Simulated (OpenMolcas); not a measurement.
## Ta⁺: CASPT2 settings compared

```yaml
Program: OpenMolcas
Basis: ANO-R3 [9s7p6d4f3g2h]
Scalar_Hamiltonian: X2C, finite nucleus
Active_space: 4 electrons in 6 orbitals (5d 6s)
State_averaging: 2S+1 = 5 even, 15 roots; 2S+1 = 3 even, 90 roots kept (CI in the orbitals of an earlier block, 26 in the spin-orbit step); 2S+1 = 1 even, 77 roots kept (CI in the orbitals of an earlier block, 14 in the spin-orbit step)
Spin-orbit_coupling: RASSI with atomic mean-field integrals over the reference wave functions, term energies averaged over their components
```

Methods on the same reference wave functions:
A. CASSCF
B. SS-CASPT2, IPEA 0.5 Eh, imaginary shift 0.3 Eh (closed shells correlated: 5s 5p)
C. MS-CASPT2, IPEA 0.5 Eh, imaginary shift 0.3 Eh (closed shells correlated: 5s 5p)
D. XMS-CASPT2, IPEA 0.2 Eh, imaginary shift 0.15 Eh (closed shells correlated: 4f 5s 5p)
E. XMS-CASPT2, IPEA 0.5 Eh, real shift 0.1 Eh (closed shells correlated: 4f 5s 5p)

Energies in cm⁻¹ above 5d³ 6s ⁵F₁, the measured ground level; measured values from NIST Handbook of Basic Atomic Spectroscopic Data.

```
             Level      A      B      C      D      E  Measured
        5d³ 6s ⁵F₁    0.0    0.0    0.0    0.0    0.0       0.0
        5d³ 6s ⁵F₂    887    863    852    839    857      1031
        5d³ 6s ⁵F₃   2195   2150   2140   2130   2160      2642
        5d³ 6s ⁵F₄   3862   3780   3770   3790   3830      4416
        5d³ 6s ⁵F₅   5787   5620   5620   5720   5780      6187
        5d³ 6s ³P₀   6375   3900   3900   4840   5780          
        5d³ 6s ³P₁   7070   4710   4710   5560   6420          
5d² 6s² ³F₂ [69 %]  10263   4550   4050   3320   4300      3180
       5d² 6s² ³F₃  12116   6800   6660   5850   6820      6831
        5d³ 6s ⁵P₁  12332  11020  11020  11070  11420
```

Deviations, from unrounded energies. A percentage is the sum of absolute deviations over the sum of measured energies, with the sign that they share, or ± where signs differ.

```tsv
Against measurement	Levels	A	B	C	D	E
mean absolute deviation (cm-1)	6	2300	540	490	490	470
fine structure of the ground term (%)	4	-10.8	-13.0	-13.2	-12.6	-11.6
other configurations (%)	2	+123.5	±14.0	±10.5	±11.2	±11.3
```

C, D, E lie about equally close to measurement and A furthest from it. The largest miss of E in the table is 5d² 6s² ³F₂ [69 %], by +1100 cm-1. The ranking rests on the paired levels alone, and a cruder setting can come out closer through cancelling errors.

Among B to E the level of the table that moves most is 5d³ 6s ³P₀, by 1900 cm-1 (lowest in C, highest in E). Moves below CASPT2's spread within the term are not significant.

The mean deviations of B to E differ by less than CASPT2's widest spread within a term (3200 cm-1), so their order carries little weight.

From A to B the spin-free energies of the other terms of 5d³ 6s shown, above ⁵F, scale by factors of 0.56 to 0.87.

The lowest spin-free term lies below A's lowest term by 0.285 hartree in B, 0.285 hartree in C, 1.086 hartree in D, 1.073 hartree in E.

CASPT2 breaks the degeneracy within a term, and the mean is taken; among the terms shown or strongly mixed into the levels shown the widest spread is 3200 cm-1 (5d³ 6s ⁵F, E). Some high roots are left out of the spin-orbit mixing, which shifts the levels that they would mix with. Terms from blocks run as CI alone lack orbitals of their own. Configurations are named by rounded mean occupations; where the s occupation lies near a half they are strongly mixed, a name can repeat and a true partner stay unpaired. A single d shell beside an s shell can misplace configurations of different d count against each other. Without dynamic correlation excited terms often stand tens of per cent too high (terms of higher spin than the ground term too low), and those without a measured partner can miss by more than the paired ones (holds for A). The CASPT2 spread within a term exceeds the gap to the next term for 5d² 6s² ³F and 5d³ 6s ³P, so the order of their levels is uncertain, and so are names and mixing where such terms share a J (holds for E). Measured partners are found by configuration, term and J. A level has none where our copy of the source lacks it or the pairing is in doubt (some pairs that miss far off the trend of their configuration count as doubtful), and it then counts in no deviation. Only configurations of the active space appear. The table leaves out levels that lie high or whose names do not pair safely across all columns.

A share in square brackets marks a mixed level and gives the weight of the term that names it, the lowest over the columns.
